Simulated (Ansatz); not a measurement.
Reaction: GeH2F2 (difluorogermane, SMILES [F][GeH2][F]) → GeH2F (SMILES [F][GeH2], doublet) + F (doublet) (the F-Ge bond breaks)
Each species at its own B3LYP-D3(BJ)/def2-TZVP minimum (Ansatz, a first-principles code).

Total energies in hartree (Ansatz). Radicals and triplets start from unrestricted determinants; spin-orbit coupling is neglected. Cores are frozen in correlated methods (noble-gas shells, and filled d and f shells in the p block). No relativity.

| species | HF/cc-pVTZ | CCSD(T)/cc-pVTZ | HF/cc-pVQZ | CCSD(T)/cc-pVQZ | CCSDT(Q)/cc-pVTZ |
|---|---|---|---|---|---|
| 1: GeH2F2 (SMILES [F][GeH2][F]) | -2275.60044 | -2276.25904 | -2275.62460 | -2276.33922 | -2276.26014 |
| 2: GeH2F (SMILES [F][GeH2], doublet) | -2176.04370 | -2176.42800 | -2176.05781 | -2176.47284 | -2176.42899 |
| 3: F (doublet) | -99.40552 | -99.62036 | -99.41377 | -99.65026 | -99.62061 |

Problem. Work out the bond dissociation energy (electronic) in kJ/mol: take Hartree-Fock from cc-pVQZ, extrapolate the CCSD(T) correlation energy as X^-3 (X = 3, 4), and add CCSDT(Q) - CCSD(T) in cc-pVTZ. 1 hartree = 2625.5 kJ/mol.

Solution. 
Species 1: correlation (64·(-0.71462) - 27·(-0.65860))/37 = -0.75550; step -0.00110; E1 = -2275.62460 + (-0.75550) + (-0.00110) = -2276.38120
Species 2: correlation (64·(-0.41503) - 27·(-0.38430))/37 = -0.43745; step -0.00099; E2 = -2176.05781 + (-0.43745) + (-0.00099) = -2176.49625
Species 3: correlation (64·(-0.23649) - 27·(-0.21484))/37 = -0.25229; step -0.00025; E3 = -99.41377 + (-0.25229) + (-0.00025) = -99.66631
-1·E1 +1·E2 +1·E3 = 0.21864 hartree = 574.0 kJ/mol.
